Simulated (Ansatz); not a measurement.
The cluster Ni2H4. The state is a triplet with charge 0. Geometry PBE-D4/def2-TZVPD, that of the charge -1 doublet; atoms count from 1.

Cartesian coordinates in Å:
```
Ni -0.376 0.589 0.989
Ni 0.127 -0.172 -1.192
H 0.113 0.500 2.459
H 1.137 -1.048 -1.979
H -0.049 -0.766 0.256
H -0.953 0.898 -0.533
```

The charge 0 triplet is spin-contaminated (final ⟨S²⟩ up to 2.41, 2.00 for a pure state). The structure comes from a short search, and lower isomers may exist.

Q: Estimate the Mulliken populations from the PBE0/def2-TZVPD orbitals of Ansatz.

A: 
```
atom  charge (e)  spin (α − β)  d electrons
 Ni1       -0.20          1.61         8.50
 Ni2       -0.19          0.46         8.73
  H3        0.04          0.01            –
  H4        0.02         -0.02            –
  H5        0.22         -0.03            –
  H6        0.12         -0.03            –
```
Mulliken values depend strongly on the basis. With diffuse functions, as here, like atoms can get unlike values, and bond orders can come out too low or too high.

Q: Where does the spin sit?

A: Summed by element: Ni 2.07, H -0.07, of 2 unpaired in all. Largest on single atoms: Ni1 1.61, Ni2 0.46, H5 -0.03.

Q: And the Mayer bond orders between heavy atoms (over 0.3)?

A: Ni1–Ni2 0.62 (2.36 Å).
